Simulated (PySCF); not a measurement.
AuCl, SMILES [Cl][Au], multiplicity 1. Atoms are numbered in the order given.

```xyz
2

Au     0.0000     0.0000    -0.3991
Cl     0.0000     0.0000     1.8546
```
Charge 0, spin multiplicity 1.

The structure is a stationary point at B3LYP-D3(BJ)/def2-TZVPD. The spin state was assumed, not searched. The def2 effective core potentials stand for the cores of Au; spin–orbit coupling is left out.

Method: TDA-PBE/def2-TZVPD in PySCF.

Vertical excitations; the highest root listed may be one member of a degenerate set.  State labels are in the subgroup C2v.

Problem. List the lowest excited states. (An estimate is asked for; the answer gives what the named calculation found.)

Solution. 
| state | symmetry | energy (eV) | λ (nm) | f | main pairs |
|---|---|---|---|---|---|
| S1 | B1 | 2.25 | 550 | 0.006 | HOMO→LUMO (degenerate set) |
| S2 | B2 | 2.25 | 550 | 0.006 | HOMO−1→LUMO (degenerate set) |
| S3 | A1 | 3.05 | 406 | 0.044 | HOMO−2→LUMO 96 % |
| S4 | A1 | 3.07 | 404 | 0.000 | HOMO−3→LUMO (degenerate set) |
| S5 | A2 | 3.07 | 404 | 0.000 | HOMO−4→LUMO (degenerate set) |
| S6 | B1 | 4.39 | 282 | 0.002 | HOMO−5→LUMO (degenerate set) |
| S7 | B2 | 4.39 | 282 | 0.002 | HOMO−6→LUMO (degenerate set) |
| S8 | A2 | 6.09 | 203 | 0.000 | HOMO→LUMO+1 50 %, HOMO−1→LUMO+2 50 % |
| S9 | A2 | 6.11 | 203 | 0.000 | HOMO−1→LUMO+2, HOMO→LUMO+1 (degenerate set) |
| S10 | A1 | 6.11 | 203 | 0.000 | HOMO→LUMO+2, HOMO−1→LUMO+1 (degenerate set) |
| T1 | B1 | 1.68 | 737 | 0 | HOMO→LUMO (degenerate set) |
| T2 | B2 | 1.68 | 737 | 0 | HOMO−1→LUMO (degenerate set) |
| T3 | A1 | 2.10 | 590 | 0 | HOMO−2→LUMO 100 % |
| T4 | A1 | 2.76 | 450 | 0 | HOMO−3→LUMO 100 % |
Triplets are in the Tamm–Dancoff approximation.
